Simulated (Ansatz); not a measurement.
Consider the ligand exchange at the Si–Te bond: `[TeH][SiH]1CO1` + HBr → `Br[SiH]1CO1` + H₂Te.

Calculated with Ansatz (gas phase, PBE0-D4/def2-TZVP geometries, no zero-point term in ΔE). CCSD(T)/CBS is the MP2 limit (def2-TZVPP, def2-QZVPP) plus CCSD(T) − MP2 in def2-TZVPP, frozen cores. Functionals use def2-TZVPP. Elements past krypton have def2 core potentials. For Br, Te outer-core shells are correlated without core-valence functions, which leaves a few kJ/mol of doubt a bond. Scalar relativity is left out up to krypton.

Question: Is it downhill or uphill in electronic energy at CCSD(T)/CBS, and by how much? (Best estimate.)

Answer: Computed: Downhill: ΔE = -30.1 kJ/mol.

Question: What do these levels give: r2SCAN-D4, ωB97X-V, PBE, CCSD(T)/def2-TZVPP, HF/def2-QZVPP, HF/CBS(def2)? (Best estimate.)

Answer: Ansatz gave: r2SCAN-D4 -32.4, ωB97X-V -35.1, PBE -28.3, CCSD(T)/def2-TZVPP -32.8, HF/def2-QZVPP -44.2, HF/CBS(def2) -44.1 kJ/mol.

Largest T1 diagnostic among the species: 0.013.

In def2-TZVPP, CCSD(T) changes the Hartree–Fock value by +11.7 kJ/mol (the triples alone add +2.3 kJ/mol) and MP2 by +14.2 kJ/mol. The D4 term adds +3.3 kJ/mol with B3LYP and +2.0 kJ/mol with PBE0; it sums over pairs of atoms, weighted by their polarisabilities, and B3LYP, whose exchange is more repulsive, gets the larger term.

B3LYP here is the variant with VWN-RPA as its local correlation; programs differ in this.
